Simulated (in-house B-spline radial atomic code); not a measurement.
## Te IV (Te3+): [Kr] 4d10 5s1 5p2 (with a hole in an inner shell)

Computed with a radial B-spline atomic code at the basis-set limit: Dirac-Hartree-Fock, average of configuration, Fermi nucleus of rms radius 4.7423 fm.

Effective charges: Z_r = [3n² - l(l+1)]/(2<r>) from the radius, Z_e = n√(-2ε) from the energy, and Slater's rules. Values are occupation-weighted means over j. An effective charge above Z reflects the relativistic contraction of the inner shells.

```
shell  electrons   ε (eV)  <r> (bohr)    Z_r    Z_e  Slater
   1s          2   -32031     0.02781  53.95  48.52   51.70
   2s          2  -5035.6      0.1193  50.31  38.48   47.85
   2p          6  -4522.7      0.1046  47.80  36.46   47.85
   3s          2  -1069.8      0.3202  42.16  26.60   40.75
   3p          6  -898.13      0.3186  39.24  24.37   40.75
   3d         10  -636.19      0.2958  35.50  20.51   30.85
   4s          2  -225.56      0.7668  31.30  16.29   24.25
   4p          6  -169.79      0.8213  28.01  14.13   24.25
   4d         10  -85.173      0.9591  21.90  10.01   12.85
   5s          1  -48.648       1.944  19.29   9.45    8.00
   5p          2  -36.048       2.258  16.17   8.14    8.00
```

The least bound orbital is 5p3/2 at -35.66 eV, and it is also the most diffuse (<r> = 2.28 bohr).

Spin-orbit splittings of the orbital energies (j = l + 1/2 above j = l - 1/2 when positive): 2p 275.6 eV, 3p 52.8 eV, 3d 10.88 eV, 4p 10.13 eV, 4d 1.585 eV, 5p 1.173 eV.

For the 1s electron the small component carries 3.66 % of the norm, the zero-frequency Breit interaction raises the level by 76.87 eV, self-energy by 43.87 eV, and vacuum polarisation lowers it by 5.96 eV.

The density falls to 0.001 bohr⁻³ at 3.763 bohr; Σ<r²> = 34.404 bohr² gives, by the non-relativistic formula and without the paramagnetism of open shells, a Langevin diamagnetic susceptibility of -27.25×10⁻⁶ cm³/mol.
